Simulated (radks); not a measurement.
Results of a calculation; reference values are marked as such.
Q: These are the eigenvalues of the occupied orbitals of an atom or ion with whole-number occupations (hartree). Code: a radial shooting solver on a logarithmic mesh with Libxc functionals. Model: scalar-relativistic Kohn-Sham, SCAN, spin-polarised, spherical densities, finite nucleus; meta-GGA in the generalised Kohn-Sham scheme; Fermi nuclear charge, rms radius of each element as measured or else 0.836 A^(1/3) + 0.57 fm.

| orbital | eigenvalue |
|---|---|
| 1s up | -702.6966 |
| 1s down | -702.5448 |
| 2s up | -135.5915 |
| 2s down | -135.4950 |
| 2p up | -126.0565 |
| 2p down | -125.8951 |
| 3s up | -51.24626 |
| 3s down | -50.61485 |
| 3p up | -48.11125 |

Which element is it, and in what charge state? The configuration may be excited. Open shells, if any, are filled with parallel spins first.

A: Z = 40, zirconium, charge +26: Zr26+ in [Ne] 3s2 3p2. The list shows which subshells hold electrons but not how many an open one holds; the 1s level, -702.7 hartree, gives Z - s = 37.5 by -(Z - s)^2/2, which with screening and relativity narrows Z to a few neighbours, and the depths of the outer levels then fix element, charge and occupations together.
